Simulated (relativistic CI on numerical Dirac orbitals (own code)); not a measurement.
**Hyperfine structure of Tl LXXII, mass number 204**

Computed by Dirac-Coulomb-Breit CI, separate exchange-only KLI orbitals for each configuration, a model potential for QED, unscaled Slater integrals (own radial code, finite nucleus).

Configurations in the expansion (outside the closed core 1s2): 2s2 2p6, 2s2 2p5 3s, 2s2 2p5 3p, 2s2 2p5 3d, 2s 2p6 3s, 2s 2p6 3p, 2s 2p6 3d, 2s2 2p5 4s, 2s2 2p5 4p, 2s2 2p5 4d, 2s2 2p5 4f, 2s2 2p4 3s2, 2s2 2p4 3s 3p, 2s 2p6 4s, 2s2 2p4 3s 3d, 2s2 2p4 3p2. Levels of other configurations are missing.

Nuclear spin I = 2, μ = 0.09 μN (tables of Stone and Pyykkö). The electronic factors are computed for point nuclear moments, without core polarisation or the Bohr-Weisskopf and QED corrections.

| Level | E (eV) | A (GHz) |
| --- | --- | --- |
| 2s2 2p5 3s 3P°_2 | 9989.3 | 147.9 |
| 2s2 2p5 3s 1P°_1 | 9999.1 | -49.37 |
| 2s2 2p5 3p 3D_2 | 10163.3 | 74.31 |
| 2s2 2p5 3p 3D_3 | 10745.5 | 31.72 |
| 2s2 2p5 3p 1P_1 | 10746.2 | 31.97 |
| 2s2 2p5 3p 3P_2 | 10760.6 | 31.73 |
| 2s2 2p5 3d 3F°_3 | 10935.2 | 28.53 |
| 2s2 2p5 3d 3P°_1 | 10935.6 | 27.4 |

Levels with J = 0, under 50 % of one LS term, or S terms without an open s electron are left out. Small factors come from cancelling terms and can be off by tens of per cent or more.

At this charge energies of transitions that change n are usually good to better than 1 %, and those within a shell (Δn = 0) to a few per cent.

**Question.** Give the hyperfine levels of 2s2 2p5 3s 3P°_2 relative to its centre of gravity.

**Answer.** With K = F(F + 1) − I(I + 1) − J(J + 1), E = AK/2: F = 0: -887.1, F = 1: -739.3, F = 2: -443.6, F = 3: 0, F = 4: 591.4 GHz.

LS names give the leading component of a level, which can be under half, so a name can repeat, a term be missing and a line seem to break the LS rules.
